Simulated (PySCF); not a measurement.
Correlation energy of Ne (neon, neutral)

[Ne], closed-shell 1S. All numbers are calculated (PySCF 2.14, the non-relativistic Hamiltonian (point nucleus), in aug-cc-pV5Z (7s6p5d4f3g2h, 127 functions)). Frozen: 1s2; 8 electrons correlated.

MP2 pair energies summed by pair of shells (mhartree):

| pair | energy | share (%) |
| --- | --- | --- |
| 2p-2p | -214.28 | 69.6 |
| 2s-2p | -82.35 | 26.7 |
| 2s-2s | -11.35 | 3.7 |

Total MP2 correlation energy: -307.97 mhartree.

Same-spin part -75.40 and opposite-spin part -232.57 mhartree; SCS-MP2 scales them by 1/3 and 6/5 to -304.22 mhartree.
